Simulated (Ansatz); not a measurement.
Born–Oppenheimer molecular dynamics of F$_{6}$H$_{2}$MoS (10 atoms, charge 0, multiplicity 1). It starts at the highest image of a converged band. Of that band: The profile has 2 maxima (images 2, 5) with wells between them (image 4): this band takes more than one step, which may be the mechanism or a detour left from its start path. A vibrational analysis at the climbing image gives one clearly imaginary mode, 1080i cm⁻¹: a first-order saddle point.

Theory: RKS BHLYP/def2-SVP in Ansatz 0.2.0.

```yaml
ensemble: NVE (velocity Verlet)
time_step: 0.5 fs
steps_asked: 200
starting_velocities_drawn_for: 100 K
seed: 6509
```

First frame:

```xyz
10
Properties=species:S:1:pos:R:3
Mo 0.170 0.165 -0.102
F -0.463 0.722 1.816
F 1.708 -0.136 -1.035
F -0.230 1.923 -0.285
F -1.395 -0.700 0.176
F 0.853 -1.210 0.890
F -0.439 0.069 -1.816
S 1.960 1.458 1.302
H 2.579 0.361 1.766
H 0.591 1.221 2.030
```

Task: How far do the bonds stretch over the last three quarters of this one trajectory? (Pairs bonded in most of those frames.)

Result: 
```tsv
bond	mean (Å)	spread (Å)	shortest	longest
Mo1–F2	1.823	0.057	1.75	1.92
Mo1–F3	1.833	0.030	1.77	1.87
Mo1–F4	1.821	0.018	1.79	1.87
Mo1–F5	1.828	0.029	1.78	1.87
Mo1–F6	1.824	0.023	1.78	1.85
Mo1–F7	1.817	0.031	1.76	1.86
Mo1–S8	3.112	0.265	2.70	3.56
S8–H9	1.341	0.018	1.31	1.37
S8–H10	1.347	0.027	1.30	1.39
```

Pairs bonded in part of these frames only: Mo1–S8 63 %.

Mean temperature of the second half: 567 K. The conserved energy stayed within 0.035 meV per atom of its start (net change -0.0037 meV per atom), so the integration is sound. The kinetic energy rose, since the run started high on the potential surface and went downhill. It ends in pieces (F6Mo + H2S), so much of that is their flight and rotation, not heat. A run of 0.1 ps of so small a system gives no equilibrium averages. The orbitals stay closed-shell, which can raise the energy where a bond breaks towards radicals; this wasn't checked here.

The run took 13 min on 4 threads of Arm Neoverse V1 (shared host), peak memory 0.48 GiB.
